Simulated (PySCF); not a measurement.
Species: H11NOSi4.
Structure used (GFN2-xTB), in Å, numbered top down from 1:
```
atom  x, y, z in Å
N1     0.3282   -1.5951    1.3727
Si2    0.1432   -0.3025    0.2131
Si3    0.4341    1.6164    1.5227
Si4    1.9076   -0.6663   -1.2750
Si5   -1.9584   -0.3075   -0.8188
O6    -2.1003    1.0554   -1.7089
H7    -0.2485   -1.6015    2.1986
H8     0.4289   -2.5407    1.0407
H9    -0.6443    1.8388    2.4983
H10    1.6763    1.6991    2.2937
H11    0.4096    2.8118    0.6653
H12    3.1156    0.1016   -0.9531
H13    1.5338   -0.2733   -2.6374
H14    2.3413   -2.0660   -1.3666
H15   -2.2090   -1.3065   -1.8581
H16   -3.0944   -0.3741    0.1215
H17   -2.0708    1.9226   -1.3186
```

Computed, not measured: PySCF, TDDFT CAM-B3LYP/def2-SVPD, vertical, gas phase, core orbitals frozen in the response. GFN2-xTB frequencies show an imaginary mode (29i cm⁻¹), so this geometry is no minimum at that level.

Transition dipole moments from the ground state, in atomic units and in the frame of the coordinates above (overall signs are arbitrary), for the states with f of 0.002 or more among the lowest 7:

| state | E (eV) | μx | μy | μz |
| --- | --- | --- | --- | --- |
| S1 | 4.666 | -0.165 | -0.211 | -0.077 |
| S2 | 5.588 | -0.028 | 0.230 | 0.272 |
| S3 | 5.909 | 0.420 | -0.064 | -0.069 |
| S4 | 6.023 | -0.253 | 0.475 | 0.506 |
| S5 | 6.360 | -0.223 | -0.254 | -0.088 |
| S6 | 6.780 | -0.740 | -0.095 | -0.166 |
| S7 | 6.810 | -0.313 | -0.222 | -0.540 |

**Question.** Work out the oscillator strengths.

**Answer.** f = (2/3) ΔE |μ|² with ΔE in hartree (27.2114 eV).

```csv
state,|μ|² (au),|μ| (D),f
S1,0.078,0.71,0.009
S2,0.128,0.91,0.017
S3,0.185,1.09,0.027
S4,0.546,1.88,0.081
S5,0.122,0.89,0.019
S6,0.584,1.94,0.097
S7,0.439,1.68,0.073
```

**Question.** Which bond between heavy atoms lies closest to the direction of the S6 transition dipole?

**Answer.** Si2–Si5, at 15° from it; next Si2–Si4 at 55°.

**Question.** What angle do the transition dipoles of S2 and S7 make?

**Answer.** |cos θ| = |μa·μb| / (|μa| |μb|) = 0.80, so θ ≈ 37° (taken between 0 and 90°, since the signs are arbitrary).

On an AMD EPYC 9R45 with one thread, no GPU (shared host), this took 27 s of wall time and 0.98 GiB of memory at its peak.

One conformer stands for the species.
